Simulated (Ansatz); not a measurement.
Total energies of `[NH2][W](=[O])([F])=[S]`.

```xyz
7

N     0.283   -0.195   -1.149
W    -0.270    0.114    0.663
O    -0.788    1.726    0.750
F    -1.667   -1.021    1.131
S     1.411   -0.213    1.935
H    -0.007    0.398   -1.914
H     1.038   -0.810   -1.416
```

The species carries charge 0 and has multiplicity 1. Correlated methods include outer-core shells of W, which these sets cover unevenly. W: def2 effective core potential. Geometry: relaxed with PBE0-D4/def2-TZVP. It is one conformer, not always the lowest. Basis def2-TZVPP, Ansatz 0.2.0.

RPA on PBE orbitals: Hartree–Fock energy of these orbitals -694.02549 Eh, correlation -2.00675 Eh (frozen core).

```csv
functional,energy without D4 (Eh),D4 term (kJ/mol)
LDA (SPW92),-693.57607,–
BLYP,-696.61740,-39.9
r2SCAN,-696.55901,-4.3
B97M-V,-696.47561,–
B3LYP,-696.68009,-30.7
r2SCANh,-696.50927,-4.7
r2SCAN0,-696.43674,-5.2
HSE06 (plane-wave form),-696.23199,-15.2
BHLYP,-696.37157,-27.4
CAM-B3LYP,-696.52250,-16.7
LC-ωPBE,-696.38932,–
ωB97M-V,-696.45311,–
B2PLYP,-696.26799,–
PBE-QIDH,-696.03655,–
```

Q: Give the same for PBE, revPBE, PBE0, ωB97X-V. (An estimate is asked.)

A: Computed: 
| functional | energy without D4 (Eh) | D4 term (kJ/mol) |
| --- | --- | --- |
| PBE | -696.29650 | -18.8 |
| revPBE | -696.58232 | -46.2 |
| PBE0 | -696.24928 | -16.1 |
| ωB97X-V | -696.45239 | – |

B3LYP takes the VWN-RPA correlation (the form of Gaussian; ORCA's B3LYP/G). HSE06 is the plane-wave form, built on full-range PBE exchange. The double hybrids freeze the cores in their second-order part.

LC-ωPBE has ω = 0.4 bohr⁻¹.
